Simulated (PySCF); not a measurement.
Electronic structure of Si- (silicon, charge -1) at the UHF level

Configuration: [Ne] 3s2 3p3, high-spin 4S determinant. All numbers are calculated (PySCF 2.14, no relativity, point nucleus, in aug-cc-pV(T+d)Z with one added diffuse shell each of s, p, d, f type (7s6p5d3f, 71 functions)).

```json
{"Total energy": "-288.888055 hartree", "One-electron energy": "-404.0832 hartree", "Hartree (Coulomb) energy": "135.6473 hartree", "Exchange energy": "-20.4521 hartree", "Kinetic energy": "288.88697 hartree", "⟨S²⟩": "3.7508", "⟨L²⟩": "0.000", "Sum of ⟨r⟩": "18.91 bohr", "Sum of ⟨r²⟩": "54.90 bohr²", "Density at the nucleus (Gaussians lack the cusp)": "1740 bohr⁻³", "Spin density at the nucleus": "-0.287 bohr⁻³", "Langevin diamagnetic susceptibility": "-43.5 ×10⁻⁶ cm³/mol"}
```

| shell | electrons | mean orbital energy (eV) | rms radius, mean of both spins (bohr) |
| --- | --- | --- | --- |
| 1s α | 1 | -1865.6 | 0.129 |
| 1s β | 1 | -1865.3 | 0.129 |
| 2s α | 1 | -160.65 | 0.614 |
| 2s β | 1 | -160.35 | 0.614 |
| 2p α | 3 | -109.13 | 0.600 |
| 2p β | 3 | -108.52 | 0.600 |
| 3s α | 1 | -10.907 | 2.52 |
| 3s β | 1 | -5.571 | 2.52 |
| 3p α | 3 | -1.688 | 3.62 |

Spin-orbit constants ζ (cm⁻¹) from the X2C one-electron operator on these orbitals (non-relativistic here): bare nucleus, nucleus screened by l(l+1)(2l+1)/3 electrons, and screened by the Breit-Pauli mean field of the electrons.

```csv
shell,bare,screened nucleus,mean field
2p,3832,3285,3035
3p,122.6,105.1,94.47
```
